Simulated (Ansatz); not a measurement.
Isolated molecules relaxed with PBE0-D4/def2-TZVP in Ansatz; ΔE leaves out vibrations. CBS: MP2 limit from def2 TZ/QZ plus the TZ coupled-cluster correction, frozen cores. This one scheme is used for every species. DFT in def2-TZVPP. One conformer a species, not always the lowest.

Reaction (formal hydrolysis of the Si–S bond): `C[SiH](S)CS` + H₂O → `C[SiH](O)CS` + H₂S

`C[SiH](S)CS`:

```xyz
13

C     1.049   -0.518    1.247
Si    0.460    0.467   -0.221
S     0.413    2.510    0.446
C    -1.245   -0.076   -0.790
S    -1.241   -1.809   -1.332
H     1.169   -1.571    0.985
H     2.018   -0.146    1.586
H     0.345   -0.443    2.079
H     1.386    0.331   -1.375
H     0.107    3.016   -0.760
H    -2.018    0.097   -0.038
H    -1.530    0.497   -1.677
H    -0.913   -2.355   -0.151
```

H₂O:

Z-matrix (Å, degrees):
```
O
H 1 0.960
H 1 0.960 2 105.1
```

`C[SiH](O)CS`:

```xyz
13

C    -1.324   -1.041   -0.186
Si   -0.572    0.628    0.165
O    -0.478    1.573   -1.181
C     1.166    0.428    0.859
S     2.319   -0.109   -0.439
H    -2.327   -0.919   -0.603
H    -1.410   -1.630    0.731
H    -0.735   -1.614   -0.907
H    -1.424    1.365    1.135
H     0.303    1.408   -1.718
H     1.232   -0.233    1.726
H     1.540    1.408    1.170
H     1.709   -1.264   -0.751
```

H₂S:

```xyz
3

S    -0.487    0.140   -0.356
H    -0.196    0.336    0.938
H     0.683   -0.476   -0.582
```

CCSD(T)/CBS gives -33.1 kJ/mol.

Q: Another level gave -51.3 kJ/mol. Which?
A. HF/def2-TZVPP
B. PBE-D4/def2-TZVPP
C. SCS-MP2/def2-TZVPP
D. PBE0/def2-TZVPP

A: A. HF/def2-TZVPP -51.3, SCS-MP2/def2-TZVPP -38.5, PBE-D4 -26.4, PBE0 -31.0 kJ/mol.

Largest T1 diagnostic among the species: 0.011.

The D4 term adds +5.2 kJ/mol with B3LYP and +3.0 kJ/mol with PBE0; it sums over pairs of atoms, weighted by their polarisabilities, and B3LYP, whose exchange is more repulsive, gets the larger term. In def2-TZVPP, CCSD(T) changes the Hartree–Fock value by +13.5 kJ/mol (the triples alone add +2.7 kJ/mol) and MP2 by +18.4 kJ/mol.

B3LYP here is the variant with VWN-RPA as its local correlation; programs differ in this.
